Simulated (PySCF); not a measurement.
C3H10OSi2.
Numbering: `[CH3:1][Si@@H:2]1[CH2:3][CH2:4][SiH2:5][O:6]1`

Geometry (GFN2-xTB, Å), atoms numbered from 1 in this order:
```
atom  x, y, z in Å
C1     2.5110    0.0923    0.2860
Si2    0.6919    0.0973    0.7970
C3    -0.3951   -1.2172   -0.0630
C4    -1.7577   -0.5641   -0.3428
Si5   -1.4570    1.3010   -0.6138
O6    -0.0428    1.4418    0.2000
H7     3.0186    0.9630    0.6872
H8     3.0131   -0.7886    0.6706
H9     2.6331    0.1053   -0.7930
H10    0.5065    0.1383    2.2505
H11    0.0651   -1.5019   -1.0121
H12   -0.5189   -2.1377    0.5071
H13   -2.3986   -0.6940    0.5319
H14   -2.2658   -1.0601   -1.1698
H15   -1.1950    1.6641   -2.0041
H16   -2.4160    2.1695    0.0570
```

Probes without a nucleus sit at each ring's centroid and 1 Å off its mean plane on both sides; NICS is minus the shielding there, NICSzz its component along the normal. Level: GIAO PBE0/pcSseg-1 (PySCF, non-relativistic, gas phase) on the GFN2-xTB geometry, one conformer.

Ring bond lengths (Å), with Mayer bond orders in brackets: Si2–C3 1.910 (0.90), C3–C4 1.537 (1.01), C4–Si5 1.908 (0.91), Si5–O6 1.638 (0.94), O6–Si2 1.644 (0.92).

Problem. Give the NICS values of each ring in ppm.

Solution. 
| ring | type | NICS(0) | NICS(1), two faces | NICS(1)zz, two faces | rms pucker (Å) | centre to ring atoms, mean (Å) |
| --- | --- | --- | --- | --- | --- | --- |
| Si2–C3–C4–Si5–O6 | 5-membered ring with O and 2 Si; formal bonds all single | -4.9 | -2.8 / -3.0 | -2.9 / -2.3 | 0.14 | 1.46 |

Problem. What do they say, and how far can they be read as aromaticity?

Solution. 
- Si2–C3–C4–Si5–O6: mean NICS(1)zz -2.6 ppm, near zero. Si2, C3, C4, Si5 have four or more neighbours; no verdict on aromaticity is drawn.

Problem. What field does 1 T along the ring normal induce along that normal at the first NICS(1) probe listed for ring Si2–C3–C4–Si5–O6, 1 Å off the ring?

Solution. NICSzz × B0 = -2.9 ppm × 1 T = -3 μT, against the applied field.

Problem. What are the shieldings of the ring atoms and their hydrogens in the same run (means over atoms taken as equivalent)?

Solution. 
| atoms | environment | σ isotropic (ppm) |
| --- | --- | --- |
| Si2 | oxygen-bound silicon | 333.7 |
| C3 | sp3 carbon bound to silicon | 175.3 |
| C4 | sp3 carbon bound to silicon | 177.1 |
| Si5 | oxygen-bound silicon | 354.4 |
| O6 | siloxane oxygen | 289.2 |
| H10 | Si–H hydrogen | 26.58 |
| H11 | methylene hydrogen | 30.98 |
| H12 | methylene hydrogen | 30.58 |
| H13 | methylene hydrogen | 30.63 |
| H14 | methylene hydrogen | 30.58 |
| H15 | Si–H hydrogen | 26.70 |
| H16 | Si–H hydrogen | 26.58 |

On an Arm Neoverse V2 with one thread, shared host, this took 26 s of wall time (grids of density and orbitals included) and 0.75 GiB of memory at its peak. This is the whole shielding run at PBE0/pcSseg-1, SCF included.
